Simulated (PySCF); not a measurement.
C2H5BF2.

```xyz
10

B      0.0124     0.6069     0.0000
F     -1.3071     0.6975     0.0000
F      0.6722     1.7540     0.0000
C      0.7618    -0.7628     0.0000
C     -0.1215    -2.0033     0.0000
H      1.4443    -0.7552     0.8701
H      1.4443    -0.7552    -0.8701
H     -0.7761    -2.0310    -0.8843
H     -0.7761    -2.0310     0.8843
H      0.4740    -2.9285     0.0000
```
Charge 0, spin multiplicity 1.

The structure is a stationary point at PBE0-D3(BJ)/def2-SVP. The values are those of a single conformer.

These are PBE/pcSseg-1 (PySCF) values and carry that method's errors. Non-relativistic, no solvent.

Computed absolute GIAO shielding of each atom: isotropic value and principal components (ppm):
```tsv
atom	σ(iso)	σ11	σ22	σ33	span
B1	65.6	38.2	74.2	84.4	46.2
F2	221.0	22.0	269.2	371.9	349.9
F3	222.4	38.2	276.2	352.7	314.6
C4	172.4	160.8	170.5	186.1	25.3
C5	171.7	165.2	168.2	181.7	16.6
H6	30.2	25.7	29.2	35.8	10.1
H7	30.2	25.7	29.2	35.8	10.1
H8	30.2	26.3	28.3	36.1	9.8
H9	30.2	26.3	28.3	36.1	9.8
H10	30.3	25.6	28.1	37.1	11.5
```
